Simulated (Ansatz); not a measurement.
Geometry optimisation, RKS B3LYP/def2-SVP (Ansatz).

Input file:

```yaml
crystal:
  periodic: [false, false, false]
  atoms:
    - { symbol: C, position_ang: [1.447, 0.6696, -0.4722] }
    - { symbol: C, position_ang: [0.0795, 0.563, -0.6314] }
    - { symbol: F, position_ang: [-0.6123, 1.2697, -1.5997] }
    - { symbol: Sn, position_ang: [-0.9195, -0.7553, 0.6186] }
    - { symbol: H, position_ang: [1.9365, 0.1496, 0.2593] }
    - { symbol: H, position_ang: [1.9467, 1.4121, -1.1272] }
    - { symbol: H, position_ang: [-2.6612, -0.7345, 0.1869] }
    - { symbol: H, position_ang: [-0.3231, -2.3693, 0.4161] }
    - { symbol: H, position_ang: [-0.8051, -0.2512, 2.3324] }
basis:
  gaussian: { orbitals: def2-SVP }
hamiltonian:
  xc: b3lyp
relax:
  f_tol: 0.015
  max_steps: 40
```

Command:

```bash
$ ansatz run input.yaml --threads 2 --pin off --max-ram 3072MiB --backend cpu --events-out ev --progress --plain --runs-dir out
```

**Question.** Where does it end, and by what steps?

**Answer.** It converged. After 6 steps the energy has fallen by 0.442 eV; H5 moved furthest, 0.17 Å.

```tsv
step	energy less start (eV)	largest force component (eV/Å)	accepted
0	0.0000	4.018	yes
1	-0.2888	1.362	yes
2	-0.4058	0.668	yes
3	-0.4320	0.381	yes
4	-0.4417	0.040	yes
5	-0.4418	0.070	yes
6	-0.4420	0.005	yes
```

```xyz
9
Properties=species:S:1:pos:R:3
C 1.462 0.758 -0.520
C 0.149 0.541 -0.593
F -0.583 1.198 -1.522
Sn -1.020 -0.803 0.659
H 2.071 0.238 0.222
H 1.955 1.458 -1.202
H -2.657 -0.701 0.161
H -0.431 -2.406 0.473
H -0.858 -0.329 2.303
```

Whether the end is a true minimum wasn't checked by a vibrational analysis.

The run took 13 s on 2 threads of Intel(R) Xeon(R) 6975P-C (Granite Rapids), on a shared host, peak memory 0.21 GiB.
